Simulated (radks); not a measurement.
Problem. The mean radii <r> (bohr) of the occupied orbitals of an atom or ion are listed with their occupations. All-electron calculation, scalar-relativistic Kohn-Sham, r2SCAN, spin-polarised, spherical densities, finite nucleus; meta-GGA in the generalised Kohn-Sham scheme; Fermi nuclear charge, rms radius of each element as measured or else 0.836 A^(1/3) + 0.57 fm. Program: a radial shooting solver on a logarithmic mesh with Libxc functionals.

orbital  occ.      <r>
1s up       1  0.02191
1s down     1  0.02191
2s up       1  0.09327
2s down     1  0.09326
2p up       3  0.08238
2p down     3  0.08238
3s up       1   0.2441
3s down     1   0.2439
3p up       3   0.2428
3p down     3   0.2426
3d up       5   0.2213
3d down     5   0.2210
4s up       1   0.5482
4s down     1   0.5488
4p up       3   0.5778
4p down     3   0.5781
4d up       5   0.6199
4d down     5   0.6194
5s up       1    1.186
5s down     1    1.192
4f up       4   0.7059
5p up       3    1.290

Name the element and its charge. Open shells, if any, are filled with parallel spins first.

Solution. Z = 64, gadolinium, charge +9: Gd9+ in [Kr] 4d10 4f4 5s2 5p3. The 1s radius gives Z: for a bare nucleus <r> = (2 gamma + 1)/(2Z) with gamma = sqrt(1 - (Z/c)^2), 0.02163 bohr for Z = 64, and screening makes it slightly larger (0.02191 here). The occupations add up to 55, and the charge is Z minus that.
